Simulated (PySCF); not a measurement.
A structure optimised at PBE0-D3(BJ)/def2-SVP, used in a PySCF frequency run:

```
Si
F 1 1.6146
F 1 1.6146 2 106.09
C 1 1.8206 2 108.19 3 -115.90
C 4 1.2160 2 147.75 1 176.45
H 5 1.0762 2 157.18 1 178.03
C 1 1.8397 2 110.33 3 119.49
H 7 1.1004 1 110.42 2 -178.60
H 7 1.1004 8 108.26 1 121.00
H 7 1.1005 8 108.49 9 117.54
```
Charge 0, spin multiplicity 1.

Question: Write its SMILES, formula and point group.

Answer: C#C[Si](C)(F)F, C₃H₄F₂Si, Cs

Question: What are its rotational constants (standard atomic weights)?

Answer: 3.6635, 2.0831, 2.0147 GHz
